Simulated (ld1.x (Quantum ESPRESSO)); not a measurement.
# Building the ultrasoft potential for platinum (Pt) (PBE, scalar-relativistic).

platinum (Pt), ultrasoft, made with ld1.x (Quantum ESPRESSO) 7.5 (PBE, scalar-relativistic). Core [Xe] 4f14, reference 5d9 6s1 6p0. Waves: 6s (bound): rcut 2.45, rcutus 2.90 bohr; 6s channel at 0.8 Ry: rcut 2.45, rcutus 2.90 bohr; 6p (bound, empty): rcut 2.85, rcutus 3.25 bohr; 6p channel at 3.5 Ry: rcut 2.85, rcutus 3.25 bohr; 5d (bound): rcut 1.80, rcutus 2.00 bohr; 5d channel at 0.05 Ry: rcut 1.80, rcutus 2.00 bohr. Local part: all-electron potential smoothed inside 2.10 bohr (lloc = -2). Core correction: none. Augmentation charge: PSQ, inside the norm-conserving radii.

Poles of the logarithmic derivatives, all-electron (AE) and pseudo (PS). s: poles at 0.1, 4.4 (AE) and 0.1, 3.4, 4.9 (PS) Ry. p: poles at 1.1 (AE) and 1.1 (PS) Ry. d: poles at -0.4, 2.8 (AE) and -0.4, 2.8 (PS) Ry. Test radius 3.53 bohr.

- Cutoffs needed: 30 Ry and 45 Ry (the cutoffs (Ry, on a coarse ladder) from which the occupation-weighted sum of valence levels, in a spherical-Bessel basis at the reference potential, stays within 10 and 1 mRy of its value at 400 Ry)
- Ghost test: no extra level below or beside the all-electron valence levels (s, p, d, f tested) (spherical-Bessel basis up to 400 Ry, 20 bohr box)
- Largest excitation error: -26 meV (all-electron minus pseudo) for 5d8 6s1 6p1, out of 7 test configurations
- Lowest eigenvalue of the overlap operator: 0.36 (s channel)
- Density cutoff estimated by the generator: 151 Ry
